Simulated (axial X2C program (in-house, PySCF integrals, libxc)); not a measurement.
## Correcting the dissociation energy of InBr⁺ for spin–orbit coupling

A spin-free CCSD(T) curve (one-electron X2C) was computed with an axial X2C code built on PySCF integrals, basis In dyall-cv3z [11s12p9d4f1g], Br dyall-cv3z [8s9p6d4f1g] (cores contracted in-house), for the state M_S = 1/2, Λ = 0 (beyond evenly filled blocks: σα). It gives D0 = 0.516 eV to In+ + Br, which in a spin-free picture are the weighted means of the ground terms.

Correlated methods: 9 electrons correlated (number of frozen shells: In 4 s, 3 p, 2 d; Br 3 s, 2 p, 1 d), 275 virtual spin orbitals or spinors in MP2, 90 natural virtuals in coupled cluster.

Measured levels of the ground terms (NIST Handbook of Basic Atomic Spectroscopic Data), in cm⁻¹: In+ 1S: J = 0 at 0; Br 2P: J = 3/2 at 0, J = 1/2 at 3685.2.

The molecular state has Λ = 0, so it has no first-order lowering.

(1) How far does each ground level lie under the (2J+1)-weighted mean of its term?

(2) Correct D0.

Second-order spin–orbit effects in the molecule, which grow quickly with Z, are left out. Occupations by symmetry block were frozen at the best pattern of an incomplete PBE0 search. De is counted from the lowest determinant-based energies of the atoms at the same level, without counterpoise correction. CCSD and (T) use frozen natural virtuals with an MP2 correction for the truncation; (T) itself is uncorrected, so its De runs slightly low. With the outer-core shells frozen, correlated bond lengths of heavy atoms tend to come out a few hundredths of an ångström too long.

Results:

(1) In+: a single level, 0; Br: (4 × 0 + 2 × 3685.2)/6 = 1228 cm⁻¹.

(2) D0 = 0.516 + (0 − 1228)/8065.5 = 0.364 eV at CCSD(T) with these spin–orbit terms.
